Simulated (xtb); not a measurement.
I3Zr (SMILES [I][Zr+]([I])[I]), charge +1, singlet, at a GFN2-xTB geometry (such geometries of metal compounds can be far from the true shape) (the multiplicity is a formal guess), atoms displaced at random by about 0.1 Å a coordinate.

xtb was given this input:
```
$ xtb mol.xyz --gfn 2 --chrg 1 --opt --json

# file mol.xyz
4

Zr    -0.44970372     0.23461221     0.96373747
I     -2.06872311    -1.70667065    -0.30799632
I      0.19736030     2.21061218    -1.34502853
I      1.94014604    -0.91858258     0.72678683
```

Give the HOMO-LUMO gap at the level xtb with GFN2-xTB.

1.77 eV

What total energy at the end of the optimisation does GFN2-xTB give?

-12.7418 Eh
